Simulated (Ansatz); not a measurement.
A first, cheap relaxation of FH3Se3Si (`F[Si]([SeH])([SeH])[SeH]`).

```yaml
crystal:
  periodic: [false, false, false]
  atoms:
    - {symbol: F, position_ang: [1.224000, -2.022700, -0.369900]}
    - {symbol: Si, position_ang: [0.412500, -0.521600, -0.011500]}
    - {symbol: Se, position_ang: [1.556700, 0.559000, 1.607800]}
    - {symbol: Se, position_ang: [0.406800, 0.802500, -1.878300]}
    - {symbol: Se, position_ang: [-1.701500, -0.935600, 0.705200]}
    - {symbol: H, position_ang: [0.579000, 1.730600, 1.601200]}
    - {symbol: H, position_ang: [-0.367000, 1.893300, -1.080700]}
    - {symbol: H, position_ang: [-2.018200, -1.562700, -0.629600]}
basis:
  gaussian: {orbitals: def2-SVP}
hamiltonian: {xc: pbe, dispersion: d4}
relax: {f_tol: 0.03, max_steps: 200}
```

```sh
$ ansatz run in.yaml --threads 4 --pin off --events-out ev --progress --plain --max-ram 11315MiB
```

It prints (some lines left out):

```
Functional definition: PBE
mean field -206631.23009190 eV, -7593.5576461991 hartree, gradient 3.1e-5 eV, S^2 0.000000; 0 other end points of the search recorded, 0 dependent functions left out
relax step   1: F+E_penalty+E_count = -206631.56786859 eV  Δ(F+E_penalty+E_count) = +0.000e0 eV  max|allowed force component| = 2.324e0 eV/Å  Δτ_max = 0.0000 Å  (29 SCF iters, accepted)
mean field -206631.45205309 eV, -7593.5658031223 hartree, gradient 9.2e-6 eV, S^2 0.000000; 0 other end points of the search recorded, 0 dependent functions left out
relax step   2: F+E_penalty+E_count = -206631.78581604 eV  Δ(F+E_penalty+E_count) = -2.179e-1 eV  max|allowed force component| = 1.457e0 eV/Å  Δτ_max = 0.1947 Å  (29 SCF iters, accepted)
mean field -206631.51698115 eV, -7593.5681891846 hartree, gradient 7.9e-6 eV, S^2 0.000000; 0 other end points of the search recorded, 0 dependent functions left out
relax step   3: F+E_penalty+E_count = -206631.85010287 eV  Δ(F+E_penalty+E_count) = -6.429e-2 eV  max|allowed force component| = 1.036e0 eV/Å  Δτ_max = 0.0688 Å  (28 SCF iters, accepted)
mean field -206631.57299992 eV, -7593.5702478363 hartree, gradient 1.8e-5 eV, S^2 0.000000; 0 other end points of the search recorded, 0 dependent functions left out
relax step   4: F+E_penalty+E_count = -206631.90629923 eV  Δ(F+E_penalty+E_count) = -5.620e-2 eV  max|allowed force component| = 2.297e-1 eV/Å  Δτ_max = 0.1995 Å  (35 SCF iters, accepted)
mean field -206631.58161701 eV, -7593.5705645087 hartree, gradient 2.3e-5 eV, S^2 0.000000; 0 other end points of the search recorded, 0 dependent functions left out
relax step   5: F+E_penalty+E_count = -206631.91508853 eV  Δ(F+E_penalty+E_count) = -8.789e-3 eV  max|allowed force component| = 6.603e-2 eV/Å  Δτ_max = 0.1016 Å  (27 SCF iters, accepted)
mean field -206631.58365739 eV, -7593.5706394914 hartree, gradient 8.5e-6 eV, S^2 0.000000; 0 other end points of the search recorded, 0 dependent functions left out
relax step   6: F+E_penalty+E_count = -206631.91681742 eV  Δ(F+E_penalty+E_count) = -1.729e-3 eV  max|allowed force component| = 3.222e-1 eV/Å  Δτ_max = 0.1916 Å  (29 SCF iters, accepted)
mean field -206631.58972587 eV, -7593.5708625038 hartree, gradient 2.2e-5 eV, S^2 0.000000; 0 other end points of the search recorded, 0 dependent functions left out
relax step   7: F+E_penalty+E_count = -206631.92265678 eV  Δ(F+E_penalty+E_count) = -5.839e-3 eV  max|allowed force component| = 5.604e-2 eV/Å  Δτ_max = 0.0384 Å  (27 SCF iters, accepted)
mean field -206631.58921287 eV, -7593.5708436512 hartree, gradient 8.5e-6 eV, S^2 0.000000; 0 other end points of the search recorded, 0 dependent functions left out
relax step   8: F+E_penalty+E_count = -206631.92251779 eV  Δ(F+E_penalty+E_count) = +1.390e-4 eV  max|allowed force component| = 1.357e-1 eV/Å  Δτ_max = 0.1205 Å  (28 SCF iters, rejected (line search))
mean field -206631.59126153 eV, -7593.5709189382 hartree, gradient 2.5e-5 eV, S^2 0.000000; 0 other end points of the search recorded, 0 dependent functions left out
relax step   9: F+E_penalty+E_count = -206631.92449521 eV  Δ(F+E_penalty+E_count) = -1.838e-3 eV  max|allowed force component| = 4.550e-2 eV/Å  Δτ_max = 0.0594 Å  (28 SCF iters, accepted)
mean field -206631.59149762 eV, -7593.5709276144 hartree, gradient 1.3e-5 eV, S^2 0.000000; 0 other end points of the search recorded, 0 dependent functions left out
relax step  10: F+E_penalty+E_count = -206631.92468664 eV  Δ(F+E_penalty+E_count) = -1.914e-4 eV  max|allowed force component| = 1.276e-1 eV/Å  Δτ_max = 0.0971 Å  (29 SCF iters, accepted)
mean field -206631.59241105 eV, -7593.5709611823 hartree, gradient 1.9e-5 eV, S^2 0.000000; 0 other end points of the search recorded, 0 dependent functions left out
relax step  11: F+E_penalty+E_count = -206631.92579976 eV  Δ(F+E_penalty+E_count) = -1.113e-3 eV  max|allowed force component| = 4.541e-2 eV/Å  Δτ_max = 0.0145 Å  (29 SCF iters, accepted)
mean field -206631.59265547 eV, -7593.5709701645 hartree, gradient 1.8e-5 eV, S^2 0.000000; 0 other end points of the search recorded, 0 dependent functions left out
relax step  12: F+E_penalty+E_count = -206631.92596320 eV  Δ(F+E_penalty+E_count) = -1.634e-4 eV  max|allowed force component| = 2.813e-2 eV/Å  Δτ_max = 0.0067 Å  (29 SCF iters, accepted)
mean field -206631.59265547 eV, -7593.5709701645 hartree, gradient 1.8e-5 eV, S^2 0.000000; 1 other end points of the search recorded, 0 dependent functions left out
Total energy: -206631.92599484 eV, -7593.5832201604 hartree
Atom 0 at     1.356064    -1.781053    -0.364885 Å, force     0.020808    -0.028126    -0.012678 eV/Å
Atom 1 at     0.468184    -0.456028     0.010094 Å, force    -0.027269     0.025091     0.013656 eV/Å
Atom 2 at     1.573366     0.417704     1.816898 Å, force    -0.020807     0.024842    -0.002411 eV/Å
Atom 3 at     0.450501     0.758844    -1.935869 Å, force    -0.002662    -0.002619    -0.002539 eV/Å
Atom 4 at    -1.638901    -0.961874     0.723586 Å, force     0.005235    -0.002591    -0.008807 eV/Å
Atom 5 at     0.708295     1.627223     1.795499 Å, force     0.017764    -0.020533     0.006372 eV/Å
Atom 6 at    -0.693077     1.570384    -1.445994 Å, force     0.003262    -0.002563    -0.001048 eV/Å
Atom 7 at    -2.132132    -1.232400    -0.655130 Å, force     0.003669     0.006498     0.007454 eV/Å
Dipole moment:    -0.322262     0.314421    -0.044386 e Å
```

It took 16 s on 4 threads of an Intel Xeon Platinum 8375C on a shared host, with 0.26 GiB of host memory at the peak.
